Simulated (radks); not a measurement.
Task: The table gives one normalised radial function P(r) = r R(r) of K- in [Ar] 4s2 (r in bohr). All-electron calculation, scalar-relativistic Kohn-Sham, LDA (Slater exchange, Perdew-Wang correlation), spin-unpolarised, spherical densities, point nucleus; Watson sphere of charge +1 and radius 5.18 bohr. Program: a radial shooting solver on a logarithmic mesh with Libxc functionals.

r	P
0.003487	0.0541
0.003995	0.0612
0.004577	0.0693
0.005286	0.0788
0.006056	0.0888
0.006938	0.0999
0.008013	0.1128
0.00918	0.1261
0.01052	0.1404
0.01215	0.1567
0.01392	0.1730
0.01594	0.1899
0.01841	0.2080
0.0211	0.2249
0.02417	0.2409
0.02791	0.2560
0.03198	0.2672
0.03664	0.2744
0.04231	0.2757
0.04848	0.2693
0.05554	0.2535
0.06414	0.2248
0.07348	0.1845
0.08419	0.1304
0.09723	0.0578
0.1114	-0.0243
0.1276	-0.1168
0.1474	-0.2208
0.1689	-0.3175
0.1935	-0.4036
0.2234	-0.4713
0.256	-0.5012
0.2933	-0.4875
0.3387	-0.4170
0.388	-0.2947
0.4446	-0.1220
0.5134	0.1028
0.5882	0.3353
0.6739	0.5627
0.7783	0.7691
0.8917	0.9074
1.022	0.9744
1.18	0.9631
1.352	0.8832
1.549	0.7547
1.788	0.5916
2.049	0.4361
2.347	0.2978
2.711	0.1820
3.106	0.1044
3.558	0.0544
4.11	0.0243
4.708	0.0101
5.394	0.0036
6.23	0.0010
7.137	0.0003
8.177	0.0001
9.443	0.0000
10.82	0.0000
12.4	0.0000
14.32	0.0000
16.4	0.0000

Which n and l does it have? It may be an empty orbital.

Result: n = 3, l = 0: the number of nodes gives n - l - 1 = 2, the rise at small r (about r^(l+1)) gives l, and the extent must fit the shell. The curve is that of 3s. 3s: eigenvalue -34.533 eV, 2 radial nodes at r = 0.107, 0.482 bohr, <r> = 1.27 bohr, 90 % of the charge inside 1.92 bohr.
